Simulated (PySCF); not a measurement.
**Excitation energy of In by level of theory**

In [Kr] 4d10 5s2 5p1 (2P) → In [Kr] 4d10 5s1 5p1 6s1 (4P), as a difference of total energies. Computed with PySCF 2.14 in aug-cc-pVQZ-DK3 (9s8p6d3f2g, 102 functions), with scalar relativity by spin-free X2C-1e. Correlated levels: valence: [Kr] 4d10 frozen. The calculations carry no spin-orbit coupling.

```json
{"method": "UHF", "excitation energy (eV)": "6.611"}
{"method": "MP2 (valence)", "excitation energy (eV)": "7.320"}
{"method": "SCS-MP2 (valence)", "excitation energy (eV)": "7.544"}
{"method": "CCSD (valence)", "excitation energy (eV)": "7.504"}
{"method": "CCSD(T) (valence)", "excitation energy (eV)": "7.524"}
```

How much does correlation contribute at CCSD(T) (valence)?

7.524 − (6.611) = 0.913 eV, measured against UHF.

A first-order spin-orbit estimate (lowest level to lowest level, LS coupling) adds -0.043 eV.

The upper state lies above the first ionisation limit, but in LS coupling its spin forbids autoionisation to the ground ion; at this Z spin-orbit coupling breaks that rule. A Rydberg-like electron needs more diffuse functions than a valence basis has.

The promoted electron is Rydberg-like, and one or two diffuse shells describe it only roughly, which tends to raise the upper state.
